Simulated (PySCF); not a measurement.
A structure optimised at r2SCAN-D4/def2-SVP, used in a PySCF frequency run:

```
Si
H 1 1.4916
H 1 1.4961 2 110.32
C 1 1.9290 2 108.14 3 -120.12
N 4 1.2827 1 124.87 2 -162.36
C 5 1.4048 4 124.36 1 -1.07
N 6 1.2774 5 128.20 4 41.03
H 6 1.1063 7 119.86 5 -172.28
H 4 1.1065 5 115.09 6 -172.12
Si 7 1.7623 6 125.49 8 169.99
H 10 1.4889 7 108.12 6 -146.27
H 10 1.4965 11 109.30 7 121.42
```

Task: Write its SMILES and formula.

Result: C1=NC=N[SiH2][SiH2]1, C2H6N2Si2

Task: What are its rotational constants (standard atomic weights)?

Result: 2.8933, 2.8304, 1.5884 GHz
